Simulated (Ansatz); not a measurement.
**Energy profile**

The step: SiH₄O ([OH][SiH3]) + GaH₃ → GaSiH₅O ([SiH3][O][GaH2]) + H₂; bonds formed: H2–H5; dative contacts that become bonds: Ga1–O6; bonds broken: Ga1–H2, H5–O6 (atoms numbered as in the saddle structure below).

Ga1  (-0.963, 0.348, -1.405)
H2  (0.609, 1.186, -1.661)
H3  (-0.854, -1.102, -1.963)
H4  (-2.114, 1.389, -1.474)
H5  (0.605, 0.968, -0.669)
O6  (-0.005, 0.494, 0.334)
Si7  (0.556, -0.576, 1.453)
H8  (1.115, 0.167, 2.610)
H9  (1.619, -1.438, 0.870)
H10  (-0.570, -1.437, 1.904)
(Å)

Electronic energies by CCSD(T) at an estimated basis limit (MP2 extrapolated from triple and quadruple zeta, plus CCSD(T) − MP2 in triple zeta), on PBE0-D4/def2-TZVP structures; GaSiH$_{7}$O, closed shell; no counterpoise correction. Program: Ansatz 0.2.0. Basis: def2-TZVPP and def2-QZVPP. Cores are frozen in the correlated methods. Filled d shells of the heavier atoms are correlated. The def2 sets are not built for correlating such inner shells, so the correlated values are less sure here. Extrapolation: Hartree–Fock as exp(−7.88 √X), correlation as X^−2.97.

Question: Give the profile in eV, counted from the separated reactants. (An estimate is asked for; the value comes from the calculation.)

Answer: Computed:
```json
{"point": "separated: GaH$_{3}$ (Ga1, H2, H3, H4; singlet) + SiH$_{4}$O (linked as [OH][SiH3]; H5, O6, Si7, H8, H9, H10; singlet)", "eV": "0.000"}
{"point": "start structure", "eV": "-0.625"}
{"point": "saddle", "eV": "0.300"}
{"point": "end structure", "eV": "-0.811"}
{"point": "separated: GaSiH$_{5}$O (linked as [SiH3][O][GaH2]; Ga1, H3, H4, O6, Si7, H8, H9, H10; singlet) + H$_{2}$ (H2, H5; singlet)", "eV": "-0.748"}
```

No T1 diagnostic of these runs exceeds 0.014.

The step is the kind of ligand exchange by which a precursor binds to a hydroxyl group, or is hydrolysed, in atomic layer deposition of oxides.

For scale, one of the runs: CCSD(T)/def2-TZVPP, 219 basis functions, launched by `ansatz run in.yaml --threads 4 --pin off --events-out ev --progress --plain --max-ram 9574MiB`. The run took 78 s on 4 CPU threads of an Arm Neoverse V1 (shared host), with 3.2 GiB of host memory at its peak.
